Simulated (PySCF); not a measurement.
W(NH)2(F)(Br) (BrFH₂N₂W), SMILES [NH]=[W](=[NH])([F])[Br], multiplicity 1. The structure is a stationary point at B3LYP-D3(BJ)/def2-SVP. The multiplicity is an assumed one; no other spin state was optimised. The structure was generated by enumeration; whether it is a known compound was not checked. The def2 effective core potentials stand for the cores of W; spin–orbit coupling is left out.

The numbers are results of PySCF with B3LYP-D3(BJ)/def2-SVP, not measurements.

Harmonic wavenumbers (cm⁻¹): 123, 163, 207, 245, 274, 310, 428, 619, 630, 685, 733, 991, 1032, 3614, 3618. Rotational constants (GHz): 3.489, 1.044, 1.012; symmetry number 1.

### Question
Work out the zero-point energy and the ideal-gas rigid-rotor harmonic-oscillator thermochemistry at 298.15 K and 1 atm.

### Answer
ZPE = ½ Σ hcν = ½ × 13673 cm⁻¹ = 81.78 kJ/mol. H − E(el) = 102.42 kJ/mol. Entropy in J/(mol K): translation 180.40, rotation 120.74, vibration 61.88, total 363.02. G − E(el) = -5.82 kJ/mol. Cp = 102.38 J/(mol K). Modes under 150 cm⁻¹ make the vibrational entropy uncertain.
